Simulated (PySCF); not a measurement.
2,5-difluoropyridine, C5H3F2N.
SMILES with atom numbers: `[F:1][c:2]1[cH:3][cH:4][c:5]([F:6])[n:7][cH:8]1` (hydrogens: H9 on C3; H10 on C4; H11 on C8)

Geometry (GFN2-xTB, Å), atoms numbered from 1 in this order:
```xyz
11
C5H3F2N angstrom
F     -2.5706    0.3807    0.0354
C     -1.2565    0.1070    0.0151
C     -0.3360    1.1464    0.0188
C      1.0069    0.8186   -0.0030
C      1.3277   -0.5336   -0.0277
F      2.6140   -0.8938   -0.0499
N      0.4586   -1.5165   -0.0306
C     -0.8261   -1.2100   -0.0095
H     -0.6711    2.1715    0.0386
H      1.7820    1.5671   -0.0014
H     -1.5236   -2.0347   -0.0118
```

The calculation used PBE0/pcSseg-1 in PySCF (dipole) on a GFN2-xTB geometry, gas phase.

Take the most abundant isotopes and a rigid rotor. 

Question: Give the principal moments of inertia and the rotational constants in cm⁻¹.

Answer: Ia = 85.99, Ib = 340.81, Ic = 426.80 u·Å²; 505379 MHz·u·Å²/I gives 5878, 1483 and 1184 MHz, that is A = 0.19605, B = 0.04946, C = 0.03950 cm⁻¹.

Question: Classify the top.

Answer: An asymmetric top. Ray's parameter κ = (2B − A − C)/(A − C) = -0.873; −1 is the prolate and +1 the oblate limit.

Question: Is it planar, by Δ = Ic − Ia − Ib?

Answer: Planar: Δ = Ic − Ia − Ib = 0.00 u·Å². For a rigid frame Δ = −2 Σ m c², so it vanishes when all atoms lie in the ab plane; here none is more than 0.01 Å from it.

Question: List the rotational levels J(Ka,Kc) to J = 4 (MHz).

Answer: Above 0(0,0):
J = 1: 1(0,1) 2667, 1(1,1) 7062, 1(1,0) 7360
J = 2: 2(0,2) 7986, 2(1,2) 12097, 2(1,1) 12993, 2(2,1) 26177, 2(2,0) 26192
J = 3: 3(0,3) 15928, 3(1,3) 19641, 3(1,2) 21433, 3(2,2) 34178, 3(2,1) 34251, 3(3,1) 56907, 3(3,0) 56908
J = 4: 4(0,4) 26451, 4(1,4) 29683, 4(1,3) 32667, 4(2,3) 44834, 4(2,2) 45053, 4(3,2) 67603, 4(3,1) 67606, 4(4,1) 99386, 4(4,0) 99386
The levels of one J sum to (2J + 1)J(J + 1)(A + B + C)/3.

Question: Which types of transition are allowed, and where do some lines up to J = 4 fall?

Answer: The dipole components are |μa| = 1.21 D, |μb| = 2.06 D, |μc| = 0.00 D; the mirror of this Cs structure is the ab plane, so μc vanishes by symmetry and there are no c-type lines. The squared components, which scale the intensities, stand as 0.35 : 1.00 (a : b). Some lines, for components of 0.1 D or more:

| type | branch | J(Ka,Kc) | MHz | lower level (cm⁻¹) |
| --- | --- | --- | --- | --- |
| b | R | 2(0,2) ← 1(1,1) | 925 | 0.236 |
| b | Q | 1(1,0) ← 1(0,1) | 4693 | 0.089 |
| a | R | 2(1,1) ← 1(1,0) | 5633 | 0.246 |
| b | R | 4(0,4) ← 3(1,3) | 6811 | 0.655 |
| a | R | 3(0,3) ← 2(0,2) | 7942 | 0.266 |
| a | R | 3(1,2) ← 2(1,1) | 8440 | 0.433 |
| a | R | 4(1,4) ← 3(1,3) | 10042 | 0.655 |
| a | R | 4(2,3) ← 3(2,2) | 10656 | 1.140 |
| a | R | 4(2,2) ← 3(2,1) | 10801 | 1.143 |
| b | Q | 2(2,0) ← 2(1,1) | 13199 | 0.433 |
| b | Q | 2(2,1) ← 2(1,2) | 14080 | 0.404 |
| b | Q | 3(2,2) ← 3(1,3) | 14537 | 0.655 |
| b | R | 2(2,1) ← 1(1,0) | 18817 | 0.246 |
| b | R | 2(2,0) ← 1(1,1) | 19130 | 0.236 |
| b | Q | 4(3,1) ← 4(2,2) | 22553 | 1.503 |
| b | Q | 4(3,2) ← 4(2,3) | 22769 | 1.496 |
| b | R | 4(2,3) ← 3(1,2) | 23402 | 0.715 |
| b | R | 4(2,2) ← 3(1,3) | 25412 | 0.655 |
| b | R | 3(3,0) ← 2(2,1) | 30731 | 0.873 |
| b | Q | 4(4,1) ← 4(3,2) | 31783 | 2.255 |
| b | R | 4(3,1) ← 3(2,2) | 33428 | 1.140 |
| b | R | 4(4,1) ← 3(3,0) | 42478 | 1.898 |

Stationary, but not proved a minimum. Constants of a rigid frame at the computed geometry: no zero-point averaging, no centrifugal distortion. Quadrupole hyperfine structure (14N) is left out.

The run took 14 s wall on one thread, Arm Neoverse V1, on a shared host. This is the PBE0/pcSseg-1 job that gave the dipole, with the shieldings it also computed.
